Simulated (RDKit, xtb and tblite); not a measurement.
Torsional profile of C6H10OSSi, SMILES c1(cccs1)[SiH2]COC. Scanned: dihedral C1–O2–C3–Si4 and dihedral O2–C3–Si4–C5; all other coordinates were relaxed at GFN2-xTB. Points at φ and −φ are mirror images. Heavy atoms are numbered in the order of the SMILES COC[SiH2]c1cccs1, hydrogens after them in the order of the atoms that carry them; the mirror image has the same energies with the sign of each dihedral reversed.

- GFN2-xTB (xtb and tblite)
- MMFF94 // GFN2-xTB (RDKit)
- UFF // GFN2-xTB (RDKit)

Energies in kcal/mol at chosen points (x: dihedral C1–O2–C3–Si4 (°); y: dihedral O2–C3–Si4–C5 (°)), relative to x = 180, y = -60:

| method | (30, 150) | (-30, -120) | (60, -30) | (0, 60) | (-150, 0) | (120, 120) | (150, 30) |
|---|---|---|---|---|---|---|---|
| GFN2-xTB | 3.4 | 4.9 | 3.1 | 4.1 | 2.7 | 3.5 | 1.7 |
| MMFF94 | 5.6 | 5.7 | 5.2 | 6.8 | 2.3 | 3.5 | 1.8 |
| UFF | 11.6 | 13.0 | 9.0 | 12.3 | 5.8 | 5.1 | 4.0 |

MMFF94 has few fitted parameters for silicon.
